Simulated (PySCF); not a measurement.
chloro(difluoro)methane (CHClF₂), SMILES FC(F)Cl. Geometry optimised at PBE-D3(BJ)/def2-SVP.

The numbers are results of PBE-D3(BJ)/def2-SVP (PySCF), not measurements.

Harmonic wavenumbers (cm⁻¹): 352, 394, 587, 770, 1109, 1136, 1262, 1334, 3029. Rotational constants (GHz): 10.10, 4.688, 3.404; symmetry number 1.

Task: Work out the zero-point energy and the ideal-gas rigid-rotor harmonic-oscillator thermochemistry at 298.15 K and 1 atm.

Result: ZPE = ½ Σ hcν = ½ × 9971 cm⁻¹ = 59.64 kJ/mol. H − E(el) = 72.18 kJ/mol. Entropy in J/(mol K): translation 164.37, rotation 105.03, vibration 12.63, total 282.03. G − E(el) = -11.91 kJ/mol. Cp = 56.85 J/(mol K).
